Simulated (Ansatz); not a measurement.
# Strength of the S–Ga bond: C2H9GaS → C2H6S + GaH3

Species: C2H9GaS `C[S+](C)[GaH3-]`, singlet; C2H6S (dimethyl sulfide) `CSC`, singlet; GaH3 `[GaH3]`, singlet. 

Shapes, held fixed at every level: PBE0-D4/def2-TZVP. Programs: Ansatz 0.2.0. The zero-point and thermal change to 298 K, harmonic and unscaled (PBE0-D4/def2-TZVP), is -6.8 kJ/mol.

Task: Estimate ΔH(298 K) of this reaction.

Result: The highest level, CCSD(T)/def2-TZVPP, gives ΔH(298 K) = +77.6 kJ/mol; the levels span +40.1 to +83.4. Both fragments are taken as closed shells, so no electrons are unpaired. The column of differences is taken from that level and isn't an error. No measured value is set beside it here. Relativity is left out for Ga. Outer-core shells of Ga are correlated in most correlated rows, in sets that cover them unevenly.

| level | kind | ΔH(298 K) (kJ/mol) | less CCSD(T)/def2-TZVPP |
| --- | --- | --- | --- |
| HF/def2-TZVPP | Hartree–Fock | +40.1 | -37.5 |
| BHLYP-D4/def2-TZVPP | global hybrid | +77.5 | -0.1 |
| PBE0-D4/def2-TZVPP | global hybrid | +83.4 | +5.8 |
| wB97M-V/def2-TZVPP | range-separated hybrid | +75.0 | -2.6 |
| MP2/def2-TZVPP | perturbation theory | +80.9 | +3.3 |
| CCSD/def2-SVP | coupled cluster or CI | +68.4 | -9.2 |
| CCSD/def2-TZVPP | coupled cluster or CI | +71.7 | -5.9 |
| CCSD(T)/def2-TZVPP | coupled cluster or CI | +77.6 | 0.0 |
